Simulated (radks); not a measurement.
The numbers below are computed, except where a source is named.
The promethium ion Pm2+ inside a hard spherical wall (all orbitals vanish at R), configuration held at [Xe] 4f5 and not refilled when levels cross. Level of theory: scalar-relativistic Kohn-Sham, PBEsol, spin-polarised, spherical densities, finite nucleus; open shells are filled with parallel spins first (spin-orbit coupling, left out, can overturn this in heavy ions); Fermi nuclear charge, rms radius 4.962 fm (a radial shooting solver on a logarithmic mesh with Libxc functionals). Eigenvalues in eV for spin up, with the zero of energy where the potential of the charges vanishes at infinity; a dash marks a level that is unbound or too diffuse for the functional's potential to be trusted. A positive occupied level is held by the wall or, in an anion where self-interaction has pushed it up, behind a barrier. The pressure on the wall is -dE/dV.

R (bohr) = free: E (hartree) -10015.9151; kinetic (hartree) 10680.956; e(4d) -136.86; e(5s) -55.913; e(5p) -36.435; e(4f) -16.318; e(5d, empty) -13.847; e(6s, empty) -13.585; pressure (GPa) 0
R (bohr) = 20: E (hartree) -10015.9151; kinetic (hartree) 10680.956; e(4d) -136.86; e(5s) -55.913; e(5p) -36.435; e(4f) -16.318; e(5d, empty) -13.847; e(6s, empty) -13.585; pressure (GPa) < 0.0001
R (bohr) = 10: E (hartree) -10015.9151; kinetic (hartree) 10680.956; e(4d) -136.86; e(5s) -55.913; e(5p) -36.435; e(4f) -16.318; e(5d, empty) -13.847; e(6s, empty) -13.582; pressure (GPa) < 0.0001
R (bohr) = 8: E (hartree) -10015.9151; kinetic (hartree) 10680.957; e(4d) -136.86; e(5s) -55.911; e(5p) -36.434; e(4f) -16.317; e(5d, empty) -13.839; e(6s, empty) -13.527; pressure (GPa) 0.000834
R (bohr) = 4: E (hartree) -10015.8489; kinetic (hartree) 10681.525; e(4d) -135.34; e(5s) -54.809; e(5p) -35.304; e(4f) -14.885; e(5d, empty) -10.833; e(6s, empty) -3.502; pressure (GPa) 23.4
R (bohr) = 3: E (hartree) -10015.1478; kinetic (hartree) 10685.918; e(4d) -128.35; e(5s) -49.405; e(5p) -29.020; e(4f) -8.229; e(5d, empty) -0.009; e(6s, empty) 25.877; pressure (GPa) 494
R (bohr) = 1.5: E (hartree) -9973.4755; kinetic (hartree) 10841.879; e(4d) -34.478; e(5s) 97.830; e(5p) 142.45; e(4f) 93.221; e(5d, empty) 211.04; e(6s, empty) 496.93; pressure (GPa) 139000
